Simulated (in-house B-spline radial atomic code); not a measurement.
Whole-atom quantities along the 16-electron series, configuration 1s2 2s2 2p6 3s2 3p1/2(2) 3p3/2(2). Breit and QED terms are first order and not part of the total energy; the density at the nucleus is averaged over the nuclear charge. Computed with a radial B-spline atomic code at the basis-set limit: Dirac-Hartree-Fock, jj configuration that fills j = l - 1/2 first, finite nuclei.

| ion | Z | E/Z² (Eh) | Σ<r²> (bohr²) | n(0)/Z³ (bohr⁻³) | Lamb diamagnetic shielding (ppm) | repulsion over attraction | Breit energy (eV) | self-energy (eV) | vacuum polarisation (eV) |
| --- | --- | --- | --- | --- | --- | --- | --- | --- | --- |
| S | 16 | -1.557 | 29.313 | 0.71439 | 1055.79 | 0.15995 | 2.3842 | 1.6726 | -0.10977 |
| Cl+ | 17 | ? | ? | ? | ? | ? | ? | ? | ? |
| Ar2+ | 18 | -1.627 | 15.69 | 0.73855 | 1225.73 | 0.14877 | 3.5946 | 2.5451 | -0.17673 |
| K3+ | 19 | -1.6581 | 12.442 | 0.75137 | 1310.64 | 0.14324 | 4.3342 | 3.0837 | -0.21991 |
| Ca4+ | 20 | ? | ? | ? | ? | ? | ? | ? | ? |
| Sc5+ | 21 | -1.7139 | 8.4903 | 0.77753 | 1480.74 | 0.13286 | 6.1132 | 4.3936 | -0.32957 |

**Question.** Fill in the row of Cl+.

**Answer.** E/Z² (Eh): -1.5933; Σ<r²> (bohr²): 20.672; n(0)/Z³ (bohr⁻³): 0.72627; Lamb diamagnetic shielding (ppm): 1140.83; repulsion over attraction: 0.15441; Breit energy (eV): 2.9467; self-energy (eV): 2.0766; vacuum polarisation (eV): -0.14026.

**Question.** Fill in the row of Ca4+.

**Answer.** E/Z² (Eh): -1.687; Σ<r²> (bohr²): 10.165; n(0)/Z³ (bohr⁻³): 0.76435; Lamb diamagnetic shielding (ppm): 1395.62; repulsion over attraction: 0.13793; Breit energy (eV): 5.1716; self-energy (eV): 3.6979; vacuum polarisation (eV): -0.27058.

**Question.** With what power of Z does the column «Breit energy (eV)» change over this range?

**Answer.** A fit of the logarithm of its size against log Z from Z = 16 to 21 has slope 3.46.
